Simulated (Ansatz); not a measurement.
Consider the cleavage of the B–Si bond: `B[Si]1(O)CN1` + `COCN` → `BNCOC` + `O[SiH]1CN1`.

Gas-phase electronic energies from Ansatz, PBE0-D4/def2-TZVP geometries. CBS: MP2 limit from def2 TZ/QZ plus the TZ coupled-cluster correction, frozen cores. This one scheme is used for every species. One conformer a species, not always the lowest.

`B[Si]1(O)CN1`:

Cartesian coordinates in Å:
```
B -1.983 0.272 0.665
Si -0.177 -0.355 0.154
O 0.239 -1.745 0.929
C 1.138 0.855 -0.333
N 0.467 0.041 -1.386
H -2.583 0.989 -0.077
H -2.449 0.031 1.737
H 1.126 -2.086 0.802
H 1.013 1.930 -0.434
H 2.158 0.575 -0.060
H 1.052 -0.508 -1.997
```

`COCN`:

Cartesian coordinates in Å:
```
C 1.023 0.955 0.365
O -0.354 0.801 0.562
C -0.962 -0.089 -0.355
N -0.646 -1.474 -0.217
H 1.249 1.269 -0.665
H 1.369 1.730 1.050
H 1.583 0.035 0.577
H -2.033 0.047 -0.200
H -0.711 0.219 -1.380
H -0.832 -1.808 0.719
H 0.313 -1.685 -0.456
```

`BNCOC`:

```xyz
13

B    -1.474    0.653    1.847
N    -1.193   -0.159    0.758
C     0.092   -0.379    0.183
O     0.141    0.220   -1.086
C     1.358   -0.026   -1.736
H    -2.608    0.760    2.210
H    -0.569    1.211    2.397
H    -1.941   -0.623    0.263
H     0.849    0.056    0.849
H     0.295   -1.457    0.081
H     1.312    0.457   -2.711
H     2.208    0.388   -1.175
H     1.531   -1.102   -1.880
```

`O[SiH]1CN1`:

Z-matrix (Å, degrees):
```
Si
C 1 1.823
N 1 1.692 2 50.7
O 1 1.632 2 127.8 3 100.0
H 1 1.473 2 121.0 3 -109.4
H 2 1.088 1 125.1 3 -99.7
H 2 1.091 1 118.3 3 106.0
H 3 1.007 1 134.2 2 -110.9
H 4 0.960 1 116.6 2 -33.7
```

```tsv
species	HF/CBS(def2) energy (Eh)
`B[Si]1(O)CN1`	-484.38539
`COCN`	-209.20209
`BNCOC`	-234.51115
`O[SiH]1CN1`	-459.14428
```

Task: Work out ΔE.

Result: ΔE = (-234.51115) + (-459.14428) − (-484.38539) − (-209.20209) = -0.06795 Eh = -178.4 kJ/mol. CCSD(T)/CBS gives -172.3 kJ/mol.

Largest T1 diagnostic among the species: 0.014.

From PBE to PBE0 (25 % exact exchange), in def2-TZVPP and without D4, ΔE moves by −5.7 kJ/mol.
